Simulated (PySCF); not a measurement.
Aluminium: a sound run and one with changed settings

Sound run: Al⁺ [Ne] 3s2, Al²⁺ [Ne] 3s1. Calculation: PySCF 2.14, in cc-pV(T+d)Z (5s4p3d1f, 39 functions); the non-relativistic Hamiltonian (point nucleus). The sound run starts from symmetry-adapted Hartree-Fock orbitals and uses a fine grid where one is needed.

Changed run: radial step 0.5 in ln r (0.13 in the sound run). This setting is unsound on purpose.

| species | method | sound run (hartree) | changed run (hartree) | converged |
| --- | --- | --- | --- | --- |
| Al⁺ | UHF | -241.67338 | -241.67338 | yes |
| Al⁺ | M06-2X | -242.13389 | -242.11255 | yes |
| Al⁺ | PBE | -242.00640 | -241.99436 | yes |
| Al²⁺ | UHF | -241.02957 | -241.02957 | yes |
| Al²⁺ | M06-2X | -241.43593 | -241.41993 | yes |
| Al²⁺ | PBE | -241.31737 | -241.30653 | yes |

Ionisation energy of Al⁺:

```csv
method,sound run (eV),changed run (eV)
UHF,17.519,17.519
M06-2X,18.993,18.847
PBE,18.749,18.717
```

A coarse radial grid mis-integrates the density and the exchange-correlation energy, with errors of either sign; Hartree-Fock needs no grid.

For comparison, NIST gives 18.829 eV between the lowest levels.
